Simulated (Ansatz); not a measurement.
`CCCCCSCCCCC`. Charge 0, multiplicity 1. The structure was optimised at the PBE0-D4/def2-TZVP level. It is one conformer, not always the lowest.

```xyz
33

C    -0.403    3.631   -0.601
C     0.495    2.467   -0.214
C     0.123    1.805    1.105
C    -1.253    1.161    1.109
C    -1.526    0.319    2.345
S    -0.502   -1.162    2.521
C    -1.194   -2.247    1.237
C    -0.150   -2.750    0.251
C     0.399   -1.675   -0.667
C     1.486   -2.172   -1.604
C     2.021   -1.080   -2.513
H    -0.061    4.106   -1.523
H    -0.413    4.395    0.182
H    -1.435    3.311   -0.763
H     1.531    2.818   -0.153
H     0.479    1.712   -1.009
H     0.865    1.038    1.347
H     0.175    2.546    1.914
H    -1.371    0.543    0.212
H    -2.031    1.931    1.049
H    -1.324    0.898    3.251
H    -2.575    0.016    2.392
H    -1.975   -1.688    0.715
H    -1.677   -3.088    1.740
H    -0.603   -3.549   -0.349
H     0.672   -3.216    0.806
H     0.794   -0.855   -0.057
H    -0.422   -1.250   -1.259
H     1.096   -2.999   -2.210
H     2.306   -2.593   -1.011
H     1.226   -0.663   -3.138
H     2.445   -0.257   -1.930
H     2.803   -1.454   -3.178
```

(1) What is the dipole moment at B3LYP/def2-TZVPP? (Best estimate.)

(2) And with PBE, r2SCAN, ωB97M-V? (Estimate.)

(3) Give the Mulliken charges with B3LYP, r2SCAN, ωB97M-V in def2-TZVPP. (Best estimate.)

## Answers

(1) The calculation gave: 1.46 D, with components (-0.93, 0.25, -1.10) D in this frame, pointing from negative to positive charge.

(2) Computed: PBE 1.45 D, r2SCAN 1.54 D, ωB97M-V 1.47 D.

(3) The calculation gave: 
```tsv
atom	B3LYP	r2SCAN	ωB97M-V
C1	-0.26	-0.16	-0.32
C2	-0.10	-0.01	-0.16
C3	-0.08	-0.01	-0.18
C4	-0.10	-0.05	-0.20
C5	-0.15	-0.04	-0.27
S6	-0.16	-0.19	-0.08
C7	-0.12	-0.04	-0.24
C8	-0.10	-0.03	-0.17
C9	-0.08	0.00	-0.17
C10	-0.09	-0.01	-0.15
C11	-0.26	-0.16	-0.33
H12	0.08	0.04	0.11
H13	0.07	0.04	0.10
H14	0.07	0.04	0.10
H15	0.06	0.02	0.09
H16	0.05	0.00	0.07
H17	0.06	0.04	0.11
H18	0.05	0.02	0.10
H19	0.05	0.02	0.10
H20	0.07	0.04	0.12
H21	0.09	0.05	0.12
H22	0.10	0.06	0.14
H23	0.07	0.04	0.11
H24	0.11	0.07	0.14
H25	0.06	0.02	0.10
H26	0.06	0.02	0.10
H27	0.06	0.02	0.09
H28	0.04	0.01	0.09
H29	0.05	0.01	0.08
H30	0.05	0.02	0.09
H31	0.07	0.04	0.10
H32	0.08	0.04	0.10
H33	0.08	0.04	0.11
```

B3LYP here is the variant with VWN-RPA as its local correlation; programs differ in this.
